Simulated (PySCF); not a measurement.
Worked example: entropy of an ideal gas

C2H6Be, SMILES [CH2]([BeH])C.

Coordinates come from a PBE-D3(BJ)/def2-TZVP optimisation.

PBE-D3(BJ)/def2-TZVP (PySCF) gives the harmonic wavenumbers 189, 189, 424, 583, 667, 791, 904, 932, 992, 1198, 1211, 1361, 1382, 1449, 1460, 2078, 2923, 2954, 2955, 3012, 3024 cm⁻¹ and the rotational temperatures 1.6653, 0.4246, 0.3706 K. The molar mass is 39.08 g/mol, the symmetry number 1, the spin multiplicity 1.

**Question.** Work out the entropy at 298.15 K and 1 atm in the rigid-rotor, harmonic-oscillator model.

**Answer.** 
Translation (Sackur–Tetrode at 1 atm): S = R[1.5 ln M + 2.5 ln T − 1.16487] = 154.5 J/(mol K).
Rotation: q = (√π/σ) T^1.5/√(θA θB θC) = 17800, S = R[ln q + 3/2] = 93.9 J/(mol K).
Vibration: with u = 1.4388 ν/T, each mode gives R[u/(e^u − 1) − ln(1 − e^−u)]:
| ν (cm⁻¹) | modes | u | S (J/(mol K)) |
|---|---|---|---|
| 189 | 2 | 0.91 | 18.72 |
| 424 | 1 | 2.05 | 3.68 |
| 583 | 1 | 2.81 | 2.01 |
| 667 | 1 | 3.22 | 1.45 |
| 791 | 1 | 3.82 | 0.90 |
| 904 | 1 | 4.36 | 0.58 |
| 932 | 1 | 4.50 | 0.51 |
| 992 | 1 | 4.79 | 0.40 |
| 1198 | 1 | 5.78 | 0.17 |
| 1211 | 1 | 5.84 | 0.17 |
| 1361 | 1 | 6.57 | 0.09 |
| 1382 | 1 | 6.67 | 0.08 |
| 1449 | 1 | 6.99 | 0.06 |
| 1460 | 1 | 7.05 | 0.06 |
The stiffer modes add less than 0.005 each. Sum 28.9 J/(mol K).
Spin: R ln 1 = 0.0 J/(mol K).
Total 277.2 J/(mol K); the program's own thermochemistry gives 277.2. Translation makes up 56 % and vibration 10 %. Anharmonicity, hindered rotation and orbital degeneracy are left out.
